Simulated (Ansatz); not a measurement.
# Redistribution: C2H5Br + CHBrI2 → C2H5I + CHBr2I

Species: C2H5Br (bromoethane) `CCBr`, singlet; CHBrI2 (bromodiiodomethane) `BrC(I)I`, singlet; C2H5I (iodoethane) `CCI`, singlet; CHBr2I `BrC(Br)I`, singlet. The partners trade Br for I; both sit on C, so the bond types are kept.

Shapes, held fixed at every level: PBE0-D4/def2-TZVP. Programs: Ansatz 0.2.0. The zero-point and thermal change to 298 K, harmonic and unscaled (PBE0-D4/def2-TZVP), is -0.4 kJ/mol.

```json
{"level": "HF/def2-TZVPP", "kind": "Hartree–Fock", "ΔH(298 K) (kJ/mol)": "+2.4", "less CCSD(T)/def2-TZVPP": "+0.9", "CPU time (sum over the molecules)": "–"}
{"level": "B3LYP-D4/def2-TZVPP", "kind": "global hybrid", "ΔH(298 K) (kJ/mol)": "+2.0", "less CCSD(T)/def2-TZVPP": "+0.5", "CPU time (sum over the molecules)": "61 s"}
{"level": "BHLYP-D4/def2-TZVPP", "kind": "global hybrid", "ΔH(298 K) (kJ/mol)": "+3.7", "less CCSD(T)/def2-TZVPP": "+2.2", "CPU time (sum over the molecules)": "53 s"}
{"level": "PBE0-D4/def2-TZVPP", "kind": "global hybrid", "ΔH(298 K) (kJ/mol)": "+1.3", "less CCSD(T)/def2-TZVPP": "-0.2", "CPU time (sum over the molecules)": "42 s"}
{"level": "wB97M-V/def2-TZVPP", "kind": "range-separated hybrid", "ΔH(298 K) (kJ/mol)": "+1.7", "less CCSD(T)/def2-TZVPP": "+0.2", "CPU time (sum over the molecules)": "2.7 min"}
{"level": "B2PLYP/def2-TZVPP", "kind": "double hybrid", "ΔH(298 K) (kJ/mol)": "+2.0", "less CCSD(T)/def2-TZVPP": "+0.5", "CPU time (sum over the molecules)": "81 s"}
{"level": "CCSD/def2-SVP", "kind": "coupled cluster or CI", "ΔH(298 K) (kJ/mol)": "+0.4", "less CCSD(T)/def2-TZVPP": "-1.1", "CPU time (sum over the molecules)": "–"}
{"level": "CCSD(T)/def2-TZVPP", "kind": "coupled cluster or CI", "ΔH(298 K) (kJ/mol)": "+1.5", "less CCSD(T)/def2-TZVPP": "0.0", "CPU time (sum over the molecules)": "25 min"}
```

The highest level, CCSD(T)/def2-TZVPP, gives ΔH(298 K) = +1.5 kJ/mol; the levels span +0.4 to +3.7. That is about zero within the method's error. The column of differences is taken from that level and isn't an error. No measured value is set beside it here. For atoms past krypton def2 sets carry core potentials with scalar relativity. Relativity is left out for Br. Outer-core shells of Br, I are correlated in most correlated rows, in sets that cover them unevenly. Times are processor times on shared x86 and Arm servers, and rough.
